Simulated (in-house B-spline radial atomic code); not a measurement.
**The dysprosium ion Dy⁺: [Kr] 4d10 4f10 5s2 (5p1/2)1 (5p3/2)4 6s2 (with a hole in an inner shell)**

Method: Dirac-Hartree-Fock, average of the jj configuration, Fermi nucleus of rms radius 5.2218 fm. Calculated with a B-spline radial code for spherical atoms.

Screening seen three ways: the hydrogenic charge with the same mean radius, Z_r = [3n² - l(l+1)]/(2<r>), the one with the same energy, Z_e = n√(-2ε), and Slater's rules. Values are occupation-weighted means over j. An effective charge above Z reflects the relativistic contraction of the inner shells.

| shell | electrons | ε (eV) | <r> (bohr) | Z_r | Z_e | Slater |
| --- | --- | --- | --- | --- | --- | --- |
| 1s | 2 | -54122 | 0.02111 | 71.04 | 63.07 | 65.70 |
| 2s | 2 | -9144.3 | 0.08914 | 67.31 | 51.85 | 61.85 |
| 2p | 6 | -8141.1 | 0.07914 | 63.18 | 48.92 | 61.85 |
| 3s | 2 | -2097.2 | 0.2333 | 57.86 | 37.25 | 54.75 |
| 3p | 6 | -1779.8 | 0.2322 | 53.84 | 34.31 | 54.75 |
| 3d | 10 | -1355.3 | 0.2119 | 49.55 | 29.94 | 44.85 |
| 4s | 2 | -449.58 | 0.5305 | 45.24 | 22.99 | 38.25 |
| 4p | 6 | -341.88 | 0.5616 | 40.96 | 20.05 | 38.25 |
| 4d | 10 | -188.83 | 0.6124 | 34.29 | 14.90 | 26.85 |
| 5s | 2 | -70.568 | 1.309 | 28.64 | 11.39 | 12.10 |
| 5p | 5 | -42.37 | 1.538 | 23.73 | 8.82 | 12.10 |
| 4f | 10 | -25.339 | 0.8171 | 22.03 | 5.46 | 16.85 |
| 6s | 2 | -11.946 | 3.657 | 14.76 | 5.62 | 3.70 |

The least bound orbital is 6s1/2 at -11.95 eV, and it is also the most diffuse (<r> = 3.657 bohr). The part-filled 5p shell lies below the filled 6s shell in orbital energy.

For the 1s electron the small component carries 6.07 % of the norm, the zero-frequency Breit interaction raises the level by 166.8 eV, self-energy by 100.7 eV, and vacuum polarisation lowers it by 16.91 eV.
